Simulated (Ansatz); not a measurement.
CH₃AlINO (`[I][Al]1[NH]C[O]1`), relaxed with RKS PBE0-D4/def2-TZVP in the Gaussian-basis code of Ansatz from a PBE-D4/def2-SVP geometry. The force threshold is 0.005 eV/Å; the program also tests the step.

Total charge 0; spin multiplicity 1. I: def2 effective core potential.

Start:

```xyz
8

I     1.203    2.457    2.530
Al    0.422    0.765    0.934
N    -0.158    0.542   -0.732
C    -0.275   -0.894   -0.426
O     0.160   -0.980    0.936
H    -0.407    0.907   -1.649
H     0.380   -1.527   -1.076
H    -1.325   -1.269   -0.516
```

```tsv
step	energy (eV)	largest force (eV/Å)	largest move (Å)
1	-19318.0377	0.886	0.000
2	-19318.0781	0.652	0.040
3	-19318.0891	0.089	0.016
4	-19318.0895	0.029	0.003
5	-19318.0895	0.025	0.005
6	-19318.0895	0.003	0.003
```

End:

```xyz
8

I     1.189    2.422    2.505
Al    0.414    0.750    0.913
N    -0.157    0.541   -0.728
C    -0.275   -0.890   -0.427
O     0.161   -0.958    0.929
H    -0.402    0.898   -1.631
H     0.378   -1.509   -1.057
H    -1.307   -1.254   -0.503
```

It took 21 s on 4 threads of an AMD EPYC 7B13 on a shared host, with 0.55 GiB of host memory at the peak.
